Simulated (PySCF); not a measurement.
Computed IR spectrum (relative IR intensity) of a molecule C4H2BrF. The structure is a stationary point at PBE0-D3(BJ)/def2-SVP. The values are those of a single conformer. These are PBE0-D3(BJ)/def2-SVP run with PySCF 2.14.0 values and carry that method's errors. Frequencies are harmonic and unscaled.

Lines under 2 % of the strongest are left out, and lines within 2 cm⁻¹ are merged.

ν (cm⁻¹): 429 (w), 437 (vw), 663 (m), 718 (m), 827 (w), 839 (s), 1033 (m), 1123 (s), 1351 (s), 1729 (vs), 2236 (vw), 3224 (w), 3489 (s) (against the strongest line: vs over 80 %, s over 45 %, m over 15 %, w over 4 %, vw less)

Q: Identify the compound among the candidates.
(A) C#C/C=C(\F)Br
(B) C#C/C(F)=C\Br
(C) C#C/C(Br)=C\F

A: A, C#C/C=C(\F)Br
